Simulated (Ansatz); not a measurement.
Basis-set series for C5H6F2 (`FC1=CC(F)CC1`). Charge 0, multiplicity 1. All single points use the PBE0-D4/def2-TZVP geometry.

Z-matrix (Å, degrees):
```
C
F 1 1.401
C 1 1.533 2 110.2
C 1 1.488 2 109.8 3 114.9
H 1 1.093 2 105.2 3 -121.8
C 3 1.533 1 106.3 2 101.2
H 3 1.090 1 110.0 2 -22.1
H 3 1.092 1 109.2 2 -140.2
C 4 1.326 1 109.1 2 -106.4
H 4 1.081 1 124.6 2 69.6
H 6 1.095 3 113.4 1 -103.1
H 6 1.093 3 112.9 1 134.9
F 9 1.327 4 125.5 1 177.1
```

| functional | basis | functions | energy (Eh) | HOMO (eV) | LUMO (eV) |
| --- | --- | --- | --- | --- | --- |
| PBE0-D4 | def2-SVP | 128 | -393.09917 | -7.49 | 0.29 |
| PBE0-D4 | def2-QZVPP | 579 | -393.57492 | -7.58 | 0.04 |
| ωB97M-V | def2-SVP | 128 | -393.36565 | -9.71 | 2.51 |
| ωB97M-V | def2-QZVPP | 579 | -393.85544 | -9.82 | 1.86 |

Problem. Give the rows for def2-TZVPP. (An estimate is asked.)

Solution. Ansatz gave: 
```csv
functional,basis,functions,energy (Eh),HOMO (eV),LUMO (eV)
PBE0-D4,def2-TZVPP,301,-393.55430,-7.55,0.13
ωB97M-V,def2-TZVPP,301,-393.83583,-9.79,2.26
```

Positive LUMOs are unbound and depend on the basis.
